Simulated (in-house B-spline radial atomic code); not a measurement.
# RPA and G0W0 on r2SCAN0: Mg

Configuration [Ne] 3s2, mean-field start r2SCAN0. Computed with an all-electron radial atomic-structure program (B-spline basis): all electrons, non-relativistic, point nucleus, each spin shell either full or empty, empty states to l = 9 with an (l + 1/2)⁻⁴ tail; G0W0 by contour deformation at full frequency.

Command:
```bash
python run_gw.py task.json out
```
Settings (radii: box in bohr, nucleus in fm):
```
Z                        12
electrons                12
configuration            [Ne] 3s2
hamiltonian              nr
method                   r2scan0
lmax                     9
spin_polarised           False
box_radius               40
intervals                51
ion_configuration        [Ne] 3s1
```

Cost of the run: 3 s on 1 thread of Arm Neoverse N1, on a shared host.

Energies (hartree):

```csv
term,value
mean-field total,-200.03914
Hartree-Fock functional on these orbitals,-199.61151
direct second order,-0.76111
second-order exchange,0.27599
SOSEX correction,0.2438
```

Question: What is the RPA correlation energy, and what remains with SOSEX?

Answer: RPA gives -0.65256 hartree (-1.48 eV per electron); RPA + SOSEX gives -0.40875, and the second-order doubles -0.48512 hartree (no singles). SOSEX takes back 37 % of the RPA value.

Quasi-particle levels (eV):

```tsv
level	occupied	mean field	Σx - vxc	Σc	QP weight	G0W0
3s	yes	-5.477	-1.34	?	?	?
3p	no	-0.688	2.05	-0.92	0.910	0.448
```

G0W0 = mean field + (Σx - vxc) + Σc, with Σc (partial-wave tail included) taken at the quasi-particle energy. Levels of low weight are left out. An empty level above zero is unbound and depends on the box.

Question: Where does G0W0 put 3s?

Answer: At -7.706 eV, with Σc = -0.89 eV and a quasi-particle weight of 0.881. The tabulated removal energy is 7.646 eV (NIST, measured); the calculation leaves out relativity, Breit and QED terms, and what these don't explain is the method's own error.

Question: What does it cost to remove one electron (to [Ne] 3s1) by differences of total energies, each species on its own start (correlation terms add to the Hartree-Fock functional)?

Answer: r2SCAN0 7.388 eV, Hartree-Fock functional 6.599 eV, + RPA 7.815 eV, + RPA + SOSEX 7.504 eV, + second order 7.903 eV. Tabulated: 7.646 eV (NIST, measured); the calculation leaves out relativity, Breit and QED terms, and what these don't explain is the method's own error.
